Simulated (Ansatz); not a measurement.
A made-up structure of NH3TeS, closed shell:

```
6
angstrom
N -0.7033 0.2995 -0.9529
Te -0.1955 -1.1854 0.2935
S 0.7921 0.0948 2.0328
H -0.2354 0.2546 -1.8462
H -1.7003 0.4070 -1.0675
H -0.2462 -2.8335 -0.0770
```

It is relaxed with PBE-D4/def2-SVP and then PBE0-D4/def2-TZVP (Ansatz 0.2.0). Atoms count as bonded within 1.22 times the sum of their covalent radii (H–H: 0.88 Å). The end point is not checked to be a true minimum.

**Question.** Does its bonding change? (A judgement: the text doesn't fix the answer.)

**Answer.** Computed: No: no bond forms or breaks.

Where it ends: The first stage lowers the energy by 2.53 eV in 37 steps. It ends as NH₃TeS ([NH2][TeH][S]):
```xyz
6
angstrom
N -1.0054 -0.0168 -1.0765
Te -0.6628 -0.7365 0.7904
S 1.5416 -0.6889 1.1511
H -1.0715 0.9952 -1.0165
H -0.1895 -0.2247 -1.6476
H -0.9009 -2.2912 0.1819
```

Labels in which every atom is bracketed show which atoms are joined, not bond orders.

For scale, one of the runs: PBE0-D4/def2-TZVP relaxation, 136 basis functions, launched by `ansatz run in.yaml --threads 2 --pin off --events-out ev --progress --plain --max-ram 4352MiB`. The run took about 31 s on 2 CPU threads of an Arm Neoverse V1 (shared host).
